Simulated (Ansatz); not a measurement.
Computed with Ansatz on PBE0-D4/def2-TZVP structures; ΔE is electronic, products minus reactants. CCSD(T)/CBS adds triple-zeta CCSD(T) − MP2 to the extrapolated MP2 energy (def2 sets, frozen cores). This one scheme is used for every species. Functionals use def2-TZVPP. B3LYP here is the variant with VWN-RPA as its local correlation; programs differ in this. Each species was taken in one conformer, which may not be the lowest.

`C=CN[SiH3]` + `C=[CH][AlH2]` → `C=CN[SiH2][AlH2]` + `C=C`  (formal exchange of groups at the Si–H bond)

Q: Is it downhill or uphill in electronic energy at CCSD(T)/CBS, and by how much? (Best estimate.)

A: Computed: Downhill: ΔE = -41.7 kJ/mol.

Q: What do these levels give: PBE-D4, PBE0-D4, B3LYP-D4, CCSD(T)/def2-TZVPP, SCS-MP2/def2-QZVPP, HF/CBS(def2)? (An estimate is asked.)

A: Ansatz gave: PBE-D4 -67.3, PBE0-D4 -62.3, B3LYP-D4 -39.1, CCSD(T)/def2-TZVPP -42.6, SCS-MP2/def2-QZVPP -26.9, HF/CBS(def2) -1.1 kJ/mol.

Largest T1 diagnostic among the species: 0.016.

From PBE to PBE0 (25 % exact exchange), in def2-TZVPP and without D4, ΔE moves by +4.2 kJ/mol. In def2-TZVPP, CCSD(T) changes the Hartree–Fock value by −39.6 kJ/mol (the triples alone add −7.4 kJ/mol) and MP2 by −34.7 kJ/mol. The D4 term adds −10.2 kJ/mol with B3LYP and −5.4 kJ/mol with PBE0; it sums over pairs of atoms, weighted by their polarisabilities, and B3LYP, whose exchange is more repulsive, gets the larger term.
